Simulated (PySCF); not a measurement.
## Working out the excitation energy of C⁺

C⁺ [He] 2s2 2p1 (2P) → C⁺ [He] 2s2 3d1 (2D). All numbers are calculated (PySCF 2.14, the spin-free X2C one-electron Hamiltonian (Gaussian nucleus), in x2c-TZVPPall with one added diffuse shell each of s, p, d type (6s4p3d1f, 40 functions)). Frozen: 1s2. Energies in hartree (1 hartree = 27.21139 eV):

```
            part  C⁺ (lower)  C⁺ (upper)
             UHF  -37.310676  -36.632106
CCSD correlation   -0.073992   -0.073077
             (T)   -0.001139   -0.000778
```

Q: What does Hartree-Fock give?

A: (-36.632106) − (-37.310676) = 0.678570 hartree = 18.465 eV.

Q: What do CCSD and CCSD(T) give?

A: The CCSD correlation energies differ by 0.000915 hartree = 0.025 eV and the triples by 0.000361 hartree = 0.010 eV, so CCSD gives 18.490 eV and CCSD(T) 18.500 eV.

Measured between the centres of the two terms (NIST): 18.041 eV, so CCSD(T) (valence) is off by 0.459 eV.

The coupled-cluster amplitudes are large, so a single reference is strained.

What remains against the reference includes basis incompleteness, the frozen core and higher excitations.
